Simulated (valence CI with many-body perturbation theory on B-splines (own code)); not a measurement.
# Energy levels of Si VIII

Level of theory: relativistic CI+MBPT: five valence electrons over a frozen Dirac-Fock core [He], radial functions for each j: 9 s, 9 p, 8 d, 6 f, 3 g, 1 h, with the one-electron correlation potential Σ1, the two-electron term Σ2, the three-electron term Σ3, Breit, model QED; selected CI, second order for the rest, scaled by the run's own slope (own B-spline code, finite nucleus).

No measured levels were compared; by estimate levels hold to about 100 cm⁻¹ or 0.05 % of their energy and the worst to 300 or 400 cm⁻¹, as in measured light ions of charge 2 to 7. Among the levels kept, up to 2100 cm⁻¹ of a level comes from second order outside the variational space, and about a tenth of that is noise between levels of different J, which matters for small intervals.

Levels 1 to 45 of 68, with energies above the lowest level, 2s2 2p3 4S°_3/2. "Leading %" is the weight of the configuration and term that name the level; weights of strongly mixed levels are sums over their largest components and can fall short. Lifetimes count E1, E2, E3, M1 and M2 decay at the calculated energies, and are blank where another channel may lead or the interval is too uncertain; long ones can be off by a factor of two.

```tsv
No.	Configuration	Term	J	E (eV)	Leading %	Second component	Lifetime	g
1	2s2 2p3	4S°	3/2	0.00	99			2.000
2	2s2 2p3	2D°	3/2	8.61	98		631 ms	0.807
3	2s2 2p3	2D°	5/2	8.64	99		21.9 s	1.200
4	2s2 2p3	2P°	1/2	13.11	97		22.6 ms	0.665
5	2s2 2p3	2P°	3/2	13.17	96		9.25 ms	1.326
6	2s 2p4	4P	5/2	38.78	99		261 ps	1.600
7	2s 2p4	4P	3/2	39.22	99		251 ps	1.734
8	2s 2p4	4P	1/2	39.45	99		246 ps	2.669
9	2s 2p4	2D	5/2	53.41	99		97.1 ps	1.200
10	2s 2p4	2D	3/2	53.41	99		95.1 ps	0.799
11	2s 2p4	2S	1/2	62.64	98		50.1 ps	1.986
12	2s 2p4	2P	3/2	65.84	99		23.1 ps	1.333
13	2s 2p4	2P	1/2	66.38	98		23.1 ps	0.681
14	2p5	2P°	3/2	101.75	96		37.7 ps	1.333
15	2p5	2P°	1/2	102.46	96		37.2 ps	0.665
16	2s2 2p2 3s	4P	1/2	177.33	96		18.4 ps	2.661
17	2s2 2p2 3s	4P	3/2	177.61	96		18.3 ps	1.732
18	2s2 2p2 3s	4P	5/2	178.02	96		18.4 ps	1.599
19	2s2 2p2 3s	2P	1/2	179.75	96		6.06 ps	0.675
20	2s2 2p2 3s	2P	3/2	180.24	96		6.08 ps	1.331
21	2s2 2p2 3s	2D	5/2	184.53	96		9.95 ps	1.201
22	2s2 2p2 3s	2D	3/2	184.55	96		9.93 ps	0.803
23	2s2 2p2 3p	2S°	1/2	186.57	94		2.01 ns	1.998
24	2s2 2p2 3p	4D°	1/2	187.66	95		1.31 ns	0.020
25	2s2 2p2 3p	4D°	3/2	187.82	94		1.23 ns	1.211
26	2s2 2p2 3p	4D°	5/2	188.09	94		1.22 ns	1.376
27	2s2 2p2 3p	4D°	7/2	188.45	96		1.33 ns	1.428
28	2s2 2p2 3p	4P°	1/2	188.72	95		238 ps	2.644
29	2s2 2p2 3p	4P°	3/2	188.81	92		231 ps	1.715
30	2s2 2p2 3p	4P°	5/2	189.06	91		242 ps	1.581
31	2s2 2p2 3p	2D°	3/2	190.07	96		1.14 ns	0.810
32	2s2 2p2 3p	2D°	5/2	190.59	93		1.02 ns	1.213
33	2s2 2p2 3p	4S°	3/2	190.85	84	12 % 2s 2p3 3s 4S°	46.0 ps	1.996
34	2s2 2p2 3s	2S	1/2	191.45	93	4 % 2p4 3s 2S	10.4 ps	2.001
35	2s2 2p2 3p	2P°	1/2	191.80	95		251 ps	0.671
36	2s2 2p2 3p	2P°	3/2	191.82	96		244 ps	1.333
37	2s2 2p2 3p	2F°	5/2	195.26	97		477 ps	0.859
38	2s2 2p2 3p	2F°	7/2	195.39	97		472 ps	1.143
39	2s 2p3 3s	6S°	5/2	196.09	99		43.3 ns	2.001
40	2s2 2p2 3p	2D°	5/2	197.23	95		280 ps	1.199
41	2s2 2p2 3p	2D°	3/2	197.26	93		270 ps	0.811
42	2s2 2p2 3p	2P°	1/2	198.73	96		117 ps	0.665
43	2s2 2p2 3p	2P°	3/2	199.03	94		116 ps	1.325
44	2s2 2p2 3d	4F	3/2	200.30	95		420 ps	0.412
45	2s2 2p2 3d	4F	5/2	200.45	94		375 ps	1.037
```

The ionisation energy to 2s2 2p2 3P_0 of the next ion comes out as 303.53 eV (NIST: 303.59 ± 0.05 eV (semi-empirical)). All 68 levels together are meant to be complete up to 208.71 eV.
